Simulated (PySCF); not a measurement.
The same groups moved round the core (styrene fluoro+silyl). Isolated molecules, 0 K electronic values unless said otherwise. One relaxed conformer stands for each flexible species; it need not be the lowest. Strings in code marks are SMILES.

The four lowest singlet excitations (Tamm–Dancoff). The numbers are results of PBE0-D3(BJ)/def2-TZVP // PBE0-D3(BJ)/def2-SVP in PySCF, not measurements. Excitations are Tamm–Dancoff values on a coarser integration grid. The basis has no diffuse functions, so Rydberg states are missing or too high.

| state | energy (eV) | wavelength (nm) | oscillator strength |
|---|---|---|---|
| S1 | 4.86 | 255 | 0.007 |
| S2 | 5.16 | 240 | 0.394 |
| S3 | 5.87 | 211 | 0.196 |
| S4 | 6.17 | 201 | 0.013 |

**Question.** Which member gives these states?
A) `C=C(F)c1ccccc1[SiH3]` (F–C–C–C torsion 157°)
B) `C=Cc1ccc([SiH3])c(F)c1` (C–C–C–C torsion 179°)
C) `C=Cc1ccc(F)c([SiH3])c1` (C–C–C–C torsion 1°)

**Answer.** A, `C=C(F)c1ccccc1[SiH3]` (F–C–C–C torsion 157°)
